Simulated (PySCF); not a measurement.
The same groups moved round the core (butadiene methyl+boryl). All species are isolated molecules in the gas phase. One relaxed conformer stands for each flexible species; it need not be the lowest. Strings in code marks are SMILES.

Level of theory: PySCF 2.14.0 with TPSSh-D3(BJ)/def2-TZVP // CAM-B3LYP-D3(BJ)/def2-TZVP. All candidates: neutral, multiplicity 1. Excitations are Tamm–Dancoff values on a coarser integration grid. The basis has no diffuse functions, so Rydberg states are missing or too high.

| Quantity | Result |
|---|---|
| LUMO | -2.58 eV |
| HOMO | -6.68 eV |
| S1 excitation (TDA) | 4.95 eV |

Question: Identify which member has these values.
A. `B/C(C)=C\C=C`
B. `B/C=C/C=C/C`
C. `B/C=C\C=C/C`
D. `B/C=C/C(=C)C`

Answer: D, `B/C=C/C(=C)C`. The others give `B/C(C)=C\C=C`: -2.54 eV, -6.38 eV, 4.52 eV; `B/C=C/C=C/C`: -2.47 eV, -6.47 eV, 4.94 eV; `B/C=C\C=C/C`: -2.54 eV, -6.40 eV, 4.55 eV
